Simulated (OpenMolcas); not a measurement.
**Ir6+: moving or changing the point charges**

Ir6+ among 6 point charges of -1 e arranged as a tetragonal octahedron (D4h), 1.8 Å from the ion, with the axial distance 1.638 Å.
```
   1.8000    0.0000    0.0000  -1.00
   0.0000    1.8000    0.0000  -1.00
  -1.8000    0.0000    0.0000  -1.00
   0.0000   -1.8000    0.0000  -1.00
   0.0000    0.0000    1.6380  -1.00
   0.0000    0.0000   -1.6380  -1.00
```

```yaml
Program: OpenMolcas 26.06
Method: "SS-CASPT2, IPEA 0.25 Eh, imaginary shift 0.1 Eh (closed shells correlated: 5s 5p)"
Basis: ANO-RCC-VDZP [7s6p4d2f]
Scalar_Hamiltonian: DKH2, point nucleus
Active_space: 3 electrons in 5 orbitals (5d)
State_averaging: 2S+1 = 4 even, 10 roots; 2S+1 = 2 even, 40 roots
Spin-orbit_coupling: state interaction with AMFI integrals over the reference wave functions
```

Runs around this geometry, states (labels of D4, the rotations of D4h). Energies in cm-1 above the lowest state or level, χT in cm3 K/mol.

```tsv
R (Å)	q (e)	Axial / equatorial distance	Ground state	First state of that spin	First gap with spin-orbit (degeneracies)	χT at 300 K	First state of another spin
1.8	-1	0.84	4B1	4E 6130	2010 (2, 2)	0.110	2B1 16400
1.8	-0.5	0.91	4B1	4B2 3060	650 (2, 2)	0.111	2B1 16390
1.65	-1	0.91	4B1	4B2 9290	940 (2, 2)	0.158	2B1 16840
1.8	-1	0.91	4B1	4B2 6120	1020 (2, 2)	0.117	2B1 16690
1.94	-1	0.91	4B1	4B2 4240	940 (2, 2)	0.109	2B1 16520
```

Taking the first state of the same spin as R^-n, n = -ln(4240 / 9290) / ln(1.94 / 1.65) = 4.8 between the shortest and longest distance.

Scaling the charges by -0.5 / -1 = 0.50 scales the first state of the same spin by 3060 / 6120 = 0.50; with fixed orbitals a first-order splitting would follow the charge.

Free-ion shares, where given, are those of the reference states; single-state CASPT2 does not remix them. Spin-orbit coupling mixes the spin-free states strongly: the lowest level takes only 33 % from its leading state, 4B1 (figures for R = 1.8, q = -1, ratio = 0.84; the like holds for R = 1.8, q = -0.5, ratio = 0.91, R = 1.65, q = -1, ratio = 0.91, R = 1.8, q = -1, ratio = 0.91, R = 1.94, q = -1, ratio = 0.91). This is an electrostatic model: the charges have no orbitals. No measured value stands beside these numbers.
